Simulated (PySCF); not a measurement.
Calculation: B3LYP-D3(BJ)/def2-TZVP // PBE-D3(BJ)/def2-SVP run with PySCF 2.14.0. Gas-phase values, no solvent. B3LYP has the VWN-RPA correlation part, as in Gaussian. 

Reference species: [Sc(Cl)3] (neutral, multiplicity 1).

```yaml
LUMO: -3.64 eV
HOMO: -8.97 eV
mean_distance_from_the_central_atom_to_its_bonded_neighbours: 2.271 Å
```

Changed species: [Sc(F)3] (3 of 3 Cl replaced by F; the reference has 0 of 3 Cl replaced by F).

Problem. Predict the effect on the LUMO, HOMO and mean distance from the central atom to its bonded neighbours.

Solution. the LUMO increases by 0.60 eV, to -3.04 eV; the HOMO falls by 1.95 eV, to -10.92 eV; the mean distance from the central atom to its bonded neighbours falls by 0.438 Å, to 1.833 Å.
